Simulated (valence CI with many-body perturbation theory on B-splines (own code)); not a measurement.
**Hf²³⁺: electric-dipole lines**

Computed by relativistic CI+MBPT: three valence electrons over a frozen Dirac-Fock core [Kr] 4d10, a basis of 8 s, 8 p, 9 d, 9 f, 6 g, 3 h, 2 i functions for each j, with the one-electron correlation potential Σ1, the two-electron term Σ2, the three-electron term Σ3, Breit, model QED; selected CI, second order for the rest (own B-spline code, finite nucleus).

No measured spectrum was set against this ion. As an estimate, terms of the open shell hold to a few per cent of their energy, and close levels can change places. Core correlation moves these levels by up to 45000 cm⁻¹, and in measured spectra 5 to 20 % of such shifts remained as error; rates that hang on mixing are uncertain with them.

Lines 1 to 50 of 157 in falling wavelength, among levels below 812180 cm⁻¹, chosen from the strongest by gf and those to the six lowest levels. Wavelengths and rates use the calculated energies, so an error of 2000 cm⁻¹ moves a line at 178.6 Å by 0.36 % and its rate by three times that or more. Electric multipoles are in the length gauge, E1 and E2 with the static RPA response of the core. Weak lines are less certain than strong ones. Lines between different terms over intervals too small for the method are left out, as are lines whose strength nearly cancels. Where a level lies close to another of its J and parity, the split of strength between their lines is uncertain. The highest levels of a list are the least certain.

Names give the largest LS component (configuration and term), which can be under half, so a name can repeat, a term be missing and a line seem to break the LS rules; names also repeat where a configuration has a term twice. Letters in brackets count levels of one name in rising energy.

```csv
λ vac (Å),Upper,Lower,A (s⁻¹),S (a.u.) with core polarisation,S without
178.6,4f2.5s 2G_9/2,4f3 2F°_7/2 [b],1.32e+04,3.70e-07,2.08e-07
172.7,4f2.5s 2H_9/2,4f3 2G°_7/2 [b],1.88e+04,4.77e-07,1.20e-06
169.2,4f2.5s 4F_9/2,4f3 2G°_9/2 [b],1.67e+04,3.99e-07,2.10e-07
168.9,4f2.5s 2F_5/2,4f3 2G°_7/2 [b],5.47e+04,7.80e-07,1.17e-07
168.9,4f2.5s 2G_7/2,4f3 2G°_7/2 [b],6.58e+04,1.25e-06,1.13e-06
165.4,4f2.5s 2H_11/2,4f3 2G°_9/2 [b],2.55e+04,6.83e-07,2.23e-06
164.5,4f2.5s 2G_7/2,4f3 2F°_7/2 [a],4.39e+04,7.71e-07,8.85e-07
162.7,4f2.5s 2G_9/2,4f3 2G°_9/2 [b],1.38e+05,2.94e-06,2.54e-06
162.2,4f2.5s 2F_7/2,4f3 2G°_7/2 [b],6.49e+04,1.09e-06,8.69e-07
162.1,4f2.5s 4F_9/2,4f3 2H°_11/2 [c],2.28e+04,4.79e-07,2.10e-07
161.2,4f2.5s 2F_7/2,4f3 2G°_9/2 [b],1.26e+05,2.08e-06,9.25e-07
159.5,4f2.5s 2F_5/2,4f3 2F°_5/2 [a],7.21e+04,8.66e-07,8.10e-07
159.4,4f2.5s 2G_7/2,4f3 2F°_5/2 [a],2.16e+04,3.46e-07,9.12e-07
158.1,4f2.5s 2F_7/2,4f3 2F°_7/2 [a],5.71e+04,8.92e-07,1.18e-06
158.1,4f2.5s 2D_5/2,4f3 2D°_5/2 [c],4.65e+04,5.44e-07,6.23e-07
157.9,4f2.5s 4F_9/2,4f3 4D°_7/2,1.05e+05,2.04e-06,1.53e-06
157.3,4f2.5s 4F_5/2,4f3 4D°_3/2,3.50e+04,4.04e-07,2.03e-07
157.3,4f2.5s 2G_7/2,4f3 2H°_9/2 [b],7.64e+04,1.17e-06,6.09e-07
157.1,4f2.5s 2H_9/2,4f3 2I°_11/2,1.52e+05,2.90e-06,1.17e-06
156.2,4f2.5s 2G_9/2,4f3 2H°_11/2 [c],5.43e+04,1.02e-06,4.83e-07
156.0,4f2.5s 4F_5/2,4f3 2D°_5/2 [a],3.40e+04,3.82e-07,1.92e-07
155.4,4f2.5s 4F_3/2,4f3 2P°_1/2,4.56e+04,3.38e-07,1.22e-07
155.1,4f2.5s 4F_9/2,4f3 2I°_11/2,6.03e+04,1.11e-06,2.89e-07
155.0,4f2.5s 2H_9/2,4f3 2H°_11/2 [b],4.95e+04,9.09e-07,5.24e-07
154.6,4f2.5s 4F_7/2,4f3 2D°_5/2 [b],5.71e+04,8.32e-07,6.65e-07
154.5,4f2.5s 4H_9/2,4f3 4G°_7/2,5.40e+04,9.83e-07,7.63e-07
154.3,4f2.5s 2H_11/2,4f3 2I°_13/2,4.74e+05,1.03e-05,4.38e-06
154.0,4f2.5s 4H_7/2,4f3 4G°_5/2,7.43e+04,1.07e-06,7.09e-07
153.7,4f2.5s 4H_11/2,4f3 4G°_9/2,6.96e+04,1.50e-06,8.85e-07
153.6,4f2.5s 2D_3/2,4f3 2D°_3/2 [c],6.22e+04,4.45e-07,4.08e-07
153.2,4f2.5s 4F_7/2,4f3 2D°_5/2 [a],8.74e+04,1.24e-06,9.46e-07
153.0,4f2.5s 2D_3/2,4f3 2F°_5/2 [a],8.59e+04,6.07e-07,2.52e-07
152.3,4f2.5s 2G_9/2,4f3 4D°_7/2,7.92e+04,1.38e-06,9.05e-07
152.3,4f2.5s 4H_13/2,4f3 2H°_11/2 [b],7.62e+04,1.86e-06,1.22e-06
152.2,4f2.5s 2H_9/2,4f3 2G°_7/2 [a],4.88e+04,8.50e-07,8.59e-07
152.2,4f2.5s 4H_9/2,4f3 4F°_7/2,3.19e+04,5.54e-07,5.69e-07
151.9,4f2.5s 2H_11/2,4f3 2I°_11/2,2.66e+04,5.52e-07,1.78e-07
151.7,4f2.5s 4P_5/2,4f3 2D°_5/2 [c],7.04e+04,7.27e-07,1.09e-06
151.6,4f2.5s 2F_5/2,4f3 2D°_5/2 [a],4.47e+04,4.61e-07,3.60e-07
151.4,4f2.5s 4F_7/2,4f3 4G°_9/2,6.41e+04,8.78e-07,4.49e-07
151.3,4f2.5s 2H_11/2,4f3 2G°_9/2 [a],6.27e+04,1.29e-06,1.22e-06
150.9,4f2.5s 2D_5/2,4f3 4D°_7/2,4.78e+04,4.86e-07,1.14e-07
150.9,4f2.5s 2I_11/2,4f3 2H°_11/2 [c],1.20e+05,2.44e-06,6.52e-07
150.9,4f2.5s 4F_7/2,4f3 2G°_7/2 [a],3.52e+04,4.78e-07,1.22e-07
150.8,4f2.5s 4F_5/2,4f3 4G°_7/2,6.49e+04,6.59e-07,4.20e-07
150.6,4f2.5s 4P_3/2,4f3 2F°_5/2 [a],8.95e+04,6.04e-07,2.26e-07
150.5,4f2.5s 2H_9/2,4f3 2H°_11/2 [a],5.53e+04,9.29e-07,3.70e-07
150.3,4f2.5s 4F_9/2,4f3 2G°_7/2 [a],3.41e+04,5.71e-07,6.14e-07
150.2,4f2.5s 4F_3/2,4f3 4G°_5/2,1.35e+05,9.00e-07,5.53e-07
150.0,4f2.5s 2H_9/2,4f3 4F°_9/2,2.39e+04,3.98e-07,4.27e-08
```
